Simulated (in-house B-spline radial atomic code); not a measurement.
Whole-atom quantities along the 24-electron series, configuration [Ar] 3d6. Computed with a radial B-spline atomic code at the basis-set limit: non-relativistic Hartree-Fock, average of the configuration, point nuclei.

This level leaves out relativity, spin-orbit splitting included, which matters for heavy ions.

```csv
ion,Z,E/Z² (Eh),Σ<r²> (bohr²),n(0)/Z³ (bohr⁻³),Lamb diamagnetic shielding (ppm),repulsion over attraction
Fe2+,26,-1.8661,15.923,0.67718,2040.3,0.15577
Co3+,27,-1.892,12.957,0.67888,2140.39,0.15272
Ni4+,28,-1.9167,10.909,0.68051,2240.1,0.1495
Cu5+,29,?,?,?,?,?
Zn6+,30,-1.9625,8.1925,0.68355,2438.84,0.14298
Ga7+,31,-1.9838,7.2362,0.68497,2538.01,0.13978
Ge8+,32,?,?,?,?,?
As9+,33,-2.0235,5.7947,0.68762,2736.1,0.13359
Se10+,34,-2.042,5.2394,0.68886,2835.05,0.13063
Br11+,35,?,?,?,?,?
Kr12+,36,-2.0765,4.3533,0.69118,3032.83,0.12498
Rb13+,37,-2.0926,3.9954,0.69226,3131.68,0.1223
Sr14+,38,-2.108,3.6814,0.6933,3230.49,0.11972
```

**Question.** Fill in the row of Cu5+.

**Answer.** E/Z² (Eh): -1.9401; Σ<r²> (bohr²): 9.3827; n(0)/Z³ (bohr⁻³): 0.68207; Lamb diamagnetic shielding (ppm): 2339.55; repulsion over attraction: 0.14624.

**Question.** Fill in the row of Ge8+.

**Answer.** E/Z² (Eh): -2.0041; Σ<r²> (bohr²): 6.4507; n(0)/Z³ (bohr⁻³): 0.68633; Lamb diamagnetic shielding (ppm): 2637.09; repulsion over attraction: 0.13665.

**Question.** Fill in the row of Br11+.

**Answer.** E/Z² (Eh): -2.0596; Σ<r²> (bohr²): 4.7641; n(0)/Z³ (bohr⁻³): 0.69004; Lamb diamagnetic shielding (ppm): 2933.96; repulsion over attraction: 0.12776.

**Question.** With what power of Z does the column «Σ<r²> (bohr²)» change over this range?

**Answer.** A fit of the logarithm of its size against log Z from Z = 26 to 38 has slope -3.76. Unscreened non-relativistic hydrogenic orbitals would give -2.
